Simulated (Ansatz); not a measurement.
Relative stability

The two ends of one reaction step of Ge₄H₁₀ClF, singlet (PBE0-D4/def2-TZVP).

A:

| atom | x (Å) | y (Å) | z (Å) |
| --- | --- | --- | --- |
| Ge1 | -0.8056 | -0.1789 | -0.1329 |
| Ge2 | -0.5748 | 2.2342 | 0.1440 |
| Ge3 | 0.2221 | -1.0264 | -2.1768 |
| Ge4 | -0.3518 | -1.4367 | 1.9079 |
| F5 | -2.5442 | -0.3625 | -0.3954 |
| H6 | 2.3255 | 1.1908 | 0.4571 |
| Cl7 | 2.7449 | -0.0214 | 0.3833 |
| H8 | -1.3928 | 2.7278 | 1.3466 |
| H9 | -1.0168 | 2.9779 | -1.1252 |
| H10 | 0.9037 | 2.6084 | 0.4068 |
| H11 | 1.0554 | -2.2810 | -1.8765 |
| H12 | -0.8989 | -1.3753 | -3.1676 |
| H13 | 1.1324 | 0.0458 | -2.7955 |
| H14 | 0.5676 | -2.6298 | 1.6085 |
| H15 | -1.6902 | -1.9428 | 2.4672 |
| H16 | 0.3237 | -0.5299 | 2.9485 |

B:

```csv
atom,x (Å),y (Å),z (Å)
Ge1,0.2571,-0.3957,-0.0031
Ge2,-0.9839,1.7016,0.0337
Ge3,0.2109,-1.4466,-2.1935
Ge4,-0.3615,-1.8550,1.8386
F5,-2.6390,1.1975,-0.2492
H6,1.9986,3.1709,0.6000
Cl7,2.3420,0.1740,0.3505
H8,-0.9897,2.4118,1.3969
H9,-0.6377,2.6645,-1.1133
H10,1.6707,3.8422,0.6207
H11,1.1444,-2.6650,-2.1813
H12,-1.2257,-1.8929,-2.5031
H13,0.6825,-0.4361,-3.2481
H14,0.5745,-3.0716,1.8463
H15,-1.8139,-2.3151,1.6453
H16,-0.2293,-1.0844,3.1594
```

Ansatz 0.2.0; basis: def2-TZVPP; cores frozen in the correlated methods. Filled d shells of the heavier atoms are correlated. The def2 sets are not built for correlating such inner shells, so the correlated values are less sure here. B3LYP uses VWN-RPA correlation.

Question: Which structure is lower at CCSD(T), and by how much? (To be estimated.)

Answer: By the calculation: B, by 0.508 eV (electronic energy, against the other). By their contacts, A is a complex of Ge₄H₉F ([F][Ge]([GeH3])([GeH3])[GeH3]) + HCl and B is a complex of Ge₄H₈ClF ([F][GeH2][Ge]([Cl])([GeH3])[GeH3]) + H₂.

All methods give the same order:

```json
{"method": "SPW92", "E(B) − E(A) (eV)": "-0.312"}
{"method": "PBE-D4", "E(B) − E(A) (eV)": "-0.501"}
{"method": "BLYP-D4", "E(B) − E(A) (eV)": "-0.539"}
{"method": "r2SCAN-D4", "E(B) − E(A) (eV)": "-0.539"}
{"method": "B97M-V", "E(B) − E(A) (eV)": "-0.456"}
{"method": "PBE0-D4", "E(B) − E(A) (eV)": "-0.514"}
{"method": "B3LYP-D4", "E(B) − E(A) (eV)": "-0.537"}
{"method": "r2SCAN0-D4", "E(B) − E(A) (eV)": "-0.541"}
{"method": "BHLYP-D4", "E(B) − E(A) (eV)": "-0.555"}
{"method": "CAM-B3LYP-D4", "E(B) − E(A) (eV)": "-0.488"}
{"method": "wB97X-V", "E(B) − E(A) (eV)": "-0.516"}
{"method": "wB97M-V", "E(B) − E(A) (eV)": "-0.505"}
{"method": "B2PLYP", "E(B) − E(A) (eV)": "-0.577"}
{"method": "PBE-QIDH", "E(B) − E(A) (eV)": "-0.563"}
{"method": "RPA on PBE", "E(B) − E(A) (eV)": "-0.497"}
{"method": "HF", "E(B) − E(A) (eV)": "-0.654"}
{"method": "MP2", "E(B) − E(A) (eV)": "-0.608"}
{"method": "CCSD", "E(B) − E(A) (eV)": "-0.502"}
{"method": "CCSD(T)", "E(B) − E(A) (eV)": "-0.508"}
```

The T1 diagnostic stays at or below 0.012.

Labels in which every atom is bracketed show which atoms are joined, not bond orders.

For scale, one of the runs: CCSD(T)/def2-TZVPP, 405 basis functions, launched by `ansatz run in.yaml --threads 4 --pin off --events-out ev --progress --plain --max-ram 41984MiB --backend cuda --devices 0, --max-vram 37GiB`. Time: 60 s of wall clock on 4 CPU threads of an AMD EPYC 7R13 and a share of one NVIDIA H100; the host was shared. Peak host memory: 1.7 GiB.
